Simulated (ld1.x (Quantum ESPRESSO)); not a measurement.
**Building the TM potential for neon (PBE, non-relativistic).**

Input for ld1.x (Quantum ESPRESSO) 7.5:

```
&input
   title='Ne', zed=10., rel=0, dft='PBE', iswitch=3,
   config='[He] 2s2 2p5.75 3d-2',
   nld=3, rlderiv=1.15, eminld=-5.0, emaxld=5.0, deld=0.02
 /
 &inputp
   pseudotype=2, tm=.true., lloc=-1, rcloc=0.65,
   nlcc=.false.,
   file_pseudopw='Ne.UPF', file_wfcaegen='ae.wfc', file_wfcncgen='nc.wfc', file_beta='beta', file_chi='chi'
 /
3
2S  1  0   2.00   0.00  0.55  0.55  0.0
2P  2  1   5.75   0.00  1.05  1.05  0.0
3D  3  2  -2.00   0.05  1.05  1.05  0.0
 &test
   configts(1)='2s2 2p5.75'
 /
```

Command:

```bash
ld1.x < Ne.in > Ne.out
```

Output (shortened: banner, matrices, multipoles, cross overlaps and the repeated all-electron block are left out):

```
Program LD1 v.7.5
     --------------------------- All-electron run ----------------------------

     Ne

     atomic number is 10.00
     dft =PBE   lsd =0 sic =0 latt =0  beta=0.20 tr2=1.0E-14
     Exchange-correlation= PBE
                           (   1   4   3   4   0   0   0)
     mesh =1113 r(mesh) =  99.22747 a.u. xmin = -7.00 dx = 0.01250
     1 Ry =  13.60569312 eV

     n l     nl                  e(Ry)          e(Ha)          e(eV)
     1 0     1S 1( 2.00)       -61.3538       -30.6769      -834.7612
     2 0     2S 1( 2.00)        -2.9944        -1.4972       -40.7406
     2 1     2P 1( 5.75)        -1.3015        -0.6507       -17.7075

     final scf error:  6.5E-15 reached in  21 iterations

     Etot =    -257.448834 Ry,    -128.724417 Ha,   -3502.769836 eV

     Ekin =     256.855183 Ry,     128.427592 Ha,    3494.692802 eV
     Encl =    -618.129449 Ry,    -309.064724 Ha,   -8410.079589 eV
     Eh   =     128.317648 Ry,      64.158824 Ha,    1745.850542 eV
     Exc  =     -24.492217 Ry,     -12.246109 Ha,    -333.233591 eV

     normalization and overlap integrals

     s(1S/1S) =  1.000000  <r> =   0.1582  <r2> =    0.0338  r(max) =   0.1025
     s(2S/2S) =  1.000000  <r> =   0.8908  <r2> =    0.9665  r(max) =   0.6770
     s(2P/2P) =  1.000000  <r> =   0.9535  <r2> =    1.2097  r(max) =   0.6203

     ------------------------ End of All-electron run ------------------------

     --------------------- Generating NC pseudopotential ---------------------

      Generating local potential from pseudized AE potential:
      Matching radius rcloc =   0.6500

      Local pseudo, rcloc= 0.652 Estimated cut-off energy=    56.84 Ry

      Wfc   2S  rcut= 0.547  Using Troullier-Martins method

      Wfc   2P  rcut= 1.049  Using Troullier-Martins method

      Wfc   3D  rcut= 1.049  Using Troullier-Martins method

     ------------------- End of pseudopotential generation -------------------

     Computing logarithmic derivative in   1.15164
     Computing logarithmic derivative in   1.15164
     Computing the partial wave expansion
     R is outside the sphere for l=    0 j= 0.00
     R is outside the sphere for l=    1 j= 0.00
     R is outside the sphere for l=    2 j= 0.00

     ---------------------- Testing the pseudopotential ----------------------

     Ne

     atomic number is 10.00   valence charge is  8.00
     dft =PBE   lsd =0 sic =0 latt =0  beta=0.20 tr2=1.0E-14
     mesh =1113 r(mesh) =  99.22747 xmin = -7.00 dx = 0.01250

     n l     nl             e AE (Ry)        e PS (Ry)    De AE-PS (Ry)
     1 0     2S   1( 2.00)       -2.99438       -2.99438       -0.00000
     2 1     2P   1( 5.75)       -1.30148       -1.30148       -0.00000

     eps = 4.3E-15  iter =  9

     Etot =    -257.448834 Ry,    -128.724417 Ha,   -3502.769836 eV
     Etotps =   -69.115733 Ry,     -34.557866 Ha,    -940.367449 eV

     Ekin =      50.877523 Ry,      25.438761 Ha,     692.223965 eV
     Encl =    -165.021916 Ry,     -82.510958 Ha,   -2245.237552 eV
     Ehrt =      59.099626 Ry,      29.549813 Ha,     804.091374 eV
     Ecxc =     -11.651643 Ry,      -5.825822 Ha,    -158.528682 eV
     Epseu=      -2.419322 Ry,      -1.209661 Ha,     -32.916555 eV

     ---------------------- End of pseudopotential test ----------------------
```

Generation and configuration tests took about 1.7 s on one core of a shared server CPU.
